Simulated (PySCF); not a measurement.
S²⁺ (sulfur, charge +2) across methods

[Ne] 3s2 3p2, high-spin 3P determinant. All numbers are calculated (PySCF 2.14, scalar relativity by spin-free X2C-1e, in aug-cc-pCVTZ-DK with one added diffuse shell each of s, p, d, f type (9s8p6d4f, 91 functions)).

| method | E (hartree) | mean ε 3s α (eV) | mean ε 3s β (eV) | mean ε 3p α (eV) | Σ⟨r²⟩ (bohr²) | ⟨S²⟩ |
| --- | --- | --- | --- | --- | --- | --- |
| r2SCAN | -397.9354 | -41.113 | -37.880 | -29.477 | 14.91 | 2.007 |
| PBE | -397.8014 | -40.314 | -37.792 | -28.947 | 14.91 | 2.003 |
| BP86 | -398.0081 | -40.360 | -37.987 | -28.973 | 14.87 | 2.003 |
| B97-3 | -397.9254 | -42.630 | -39.365 | -30.475 | 14.88 | 2.004 |
| UHF | -397.41762 | -48.651 | -42.019 | -34.717 | 15.04 | 2.011 |
| LDA | -396.5689 | -40.267 | -37.977 | -28.849 | 14.92 | 2.001 |
| CAM-B3LYP | -397.9874 | -44.104 | -40.898 | -31.919 | 14.94 | 2.003 |
| PW91 | -397.9585 | -40.379 | -37.872 | -29.014 | 14.91 | 2.003 |
| PBE0 | -397.8311 | -42.607 | -39.215 | -30.573 | 14.91 | 2.004 |
